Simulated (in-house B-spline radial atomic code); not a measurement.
# Binding energies in neutral erbium

NIST's tabulated ground configuration is [Xe] 4f12 6s2; each binding energy is the energy of the ion with one electron taken from that subshell, relaxed, less that of the parent. Method: Dirac-Kohn-Sham LDA VWN5, spherical fractional occupations, Fermi nucleus of rms radius 5.2516 fm. Calculated with a radial B-spline atomic code at the basis-set limit. Energies include first-order Breit, QED and recoil terms.

| subshell | X-ray name | binding energy (eV) | -ε (eV) | relaxation (eV) |
| --- | --- | --- | --- | --- |
| 1s | K | 57500.9 | 57242.5 | -491.8 |
| 2s | L1 | 9668.5 | 9612.7 | -86.4 |
| 2p1/2 | L2 | 9242.6 | 9160.6 | -111.5 |
| 2p3/2 | L3 | 8323.4 | 8244.8 | -98.0 |
| 3s | M1 | 2169.8 | 2153.3 | -22.5 |
| 3p1/2 | M2 | 1973 | 1954.1 | -24.4 |
| 3p3/2 | M3 | 1780.6 | 1761.8 | -22.2 |
| 3d3/2 | M4 | 1444.6 | 1419.4 | -27.2 |
| 3d5/2 | M5 | 1402.5 | 1377.3 | -26.4 |
| 4s | N1 | 431.9 | 424.1 | -9.0 |
| 4p1/2 | N2 | 352.4 | 344.5 | -9.0 |
| 4p3/2 | N3 | 309.1 | 301.0 | -8.7 |
| 4d3/2 | N4 | 177.9 | 169.6 | -8.5 |
| 4d5/2 | N5 | 170 | 161.7 | -8.4 |
| 5s | O1 | 57.83 | 51.92 | -6.09 |
| 5p1/2 | O2 | 35.96 | 30.39 | -5.68 |
| 5p3/2 | O3 | 30.37 | 24.99 | -5.42 |
| 4f | N6,7 | 10.71 | 3.35 | -7.24 |
| 6s | P1 | 6.59 | 3.99 | -2.61 |

Relaxation = -ε minus the binding energy without Breit, QED and recoil terms. With a density functional, K lines can miss by some tenths of a per cent, more in light atoms. For a density functional the relaxation so defined is negative, because -ε of a Kohn-Sham level is smaller than the binding energy.

Emission lines follow as differences of binding energies, with λ = 12398.42 eV·Å / E:

| line | holes | energy (eV) | wavelength (Å) |
| --- | --- | --- | --- |
| K-L3 | 1s → 2p3/2 | 49177.5 | 0.25212 |
| K-L2 | 1s → 2p1/2 | 48258.3 | 0.25692 |
| K-M3 | 1s → 3p3/2 | 55720.3 | 0.22251 |
| L3-M5 | 2p3/2 → 3d5/2 | 6920.9 | 1.7914 |
| L2-M4 | 2p1/2 → 3d3/2 | 7798.0 | 1.5899 |
| L1-M3 | 2s → 3p3/2 | 7887.9 | 1.5718 |
| L3-M1 | 2p3/2 → 3s | 6153.6 | 2.0148 |
| L2-N4 | 2p1/2 → 4d3/2 | 9064.7 | 1.3678 |

Problem. What screening constant σ does Moseley's law, E = (3/4)·13.6057 eV·(Z - σ)², need for K-L3?

Solution. σ = -1.42.

Moseley's non-relativistic formula needs a falling, then negative, screening constant for heavy elements, because relativity binds the 1s electron more strongly than the formula allows.

Problem. What does it cost to remove two 1s electrons?

Solution. 116010 eV, which is 1011 eV more than the two single binding energies together.

Problem. What does it cost to remove both a 4p3/2 and a 5s electron?

Solution. 381.26 eV, which is 14.3 eV more than the two single binding energies together.

Problem. What does it cost to remove both a 5s and a 5p1/2 electron?

Solution. 106.66 eV, which is 12.87 eV more than the two single binding energies together.
